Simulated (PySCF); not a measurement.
Computed shifts of a molecule C4H9Al, PBE0/pcSseg-1 (PySCF), GIAO, gas phase, atoms alike by connectivity averaged where their shifts nearly agree, in ppm (number of nuclei): ¹³C: 147.7 (1), 110.3 (1), 28.3 (1), -11.7 (1). ¹H: 6.57 (1), 5.39 (1), 5.18 (1), 3.96 (1), 2.36 (1), 2.19 (1), -0.30 (3). References: ¹³C against TMS (σ = 186.3 ppm); ¹H against TMS (σ = 31.56 ppm), references at their B3LYP-D3(BJ)/def2-TZVP geometries, non-relativistic. The structure is a stationary point at B3LYP-D3(BJ)/def2-SVP. One conformer was computed; it need not be the lowest.

Q: Which structure fits?
A) C=C[CH2][AlH][CH3]
B) C=[CH][AlH][CH2]C
C) C=[CH][Al]([CH3])[CH3]

A: A, C=C[CH2][AlH][CH3]
